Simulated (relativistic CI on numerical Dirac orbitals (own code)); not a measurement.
Slater and spin-orbit integrals, Cu20+

Calculated at this level of theory: Dirac-Coulomb-Breit CI, separate exchange-only KLI orbitals for each configuration, QED by a radiative potential, unscaled Slater integrals (own radial code, finite nucleus).

Slater integrals F^k, G^k are unscaled and averaged over j, outside the closed core 1s2; ζ comes from projecting the Hamiltonian with its Breit term on Σ l·s of the shell.

- 2s²2p⁵: ζ(2p) = 112200 cm⁻¹; <r>(2p) = 0.1984, <r^2>(2p) = 0.04784 (bohr units).
- 2p⁶3p: ζ(3p) = 27879 cm⁻¹; <r>(3p) = 0.5376, <r^2>(3p) = 0.3327 (bohr units).
- 2s²2p⁴3s: F^2(2p,2p) = 486180, ζ(2p) = 115860, G^1(2p,3s) = 47828 cm⁻¹; <r>(2p) = 0.1956, <r^2>(2p) = 0.04649, <r>(3s) = 0.5528, <r^2>(3s) = 0.347 (bohr units).

Averages of the first 10 configurations, taken without configuration mixing, which lowers the lowest level and can move excited configurations by several eV; other configurations of the list can lie among them:

| Configuration | Parity | States | Average energy above the lowest level (eV) |
| --- | --- | --- | --- |
| 2s²2p⁵ | odd | 6 | 7.3 |
| 2s2p⁶ | even | 2 | 160.8 |
| 2p⁶3s | even | 2 | 1338.9 |
| 2p⁶3p | odd | 6 | 1376.7 |
| 2s²2p⁴3s | even | 30 | 1037.3 |
| 2p⁶3d | even | 10 | 1424.9 |
| 2s²2p⁴3p | odd | 90 | 1078.2 |
| 2s²2p⁴3d | even | 150 | 1126.9 |
| 2s2p⁵3s | odd | 24 | 1177.7 |
| 2s2p⁵3p | even | 72 | 1217.1 |
